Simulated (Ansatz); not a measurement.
```xyz
6

O    -1.4973   -0.1319    0.0131
H    -1.8792    0.6555   -0.0194
H    -0.5314    0.0418    0.0120
O     1.3951    0.2053   -0.0122
H     1.5683   -0.3698   -0.7470
H     1.5185   -0.3660    0.7501
```

Basis set: cc-pVDZ (spherical functions). Correlated methods keep 2 orbitals frozen. Charge 0, multiplicity 1.

Computed with Ansatz (development build ahead of 0.2.0); each method stands on the lowest determinant of its kind that the runs found. Restricted open shells among the atoms or ions are ROHF, correlated in semicanonical orbitals with singles.

(1) Give the atomization energy at this shape (free ground-state atoms in the same class of orbitals less the molecule, no zero-point energy) of singlet H4O2 by RHF-MP2, RHF.

Results:

(1)

```json
{"method": "RHF-MP2", "atomization energy": "1768.7 kJ/mol"}
{"method": "RHF", "atomization energy": "1267.1 kJ/mol"}
```

Caution: the shape is not the minimum.
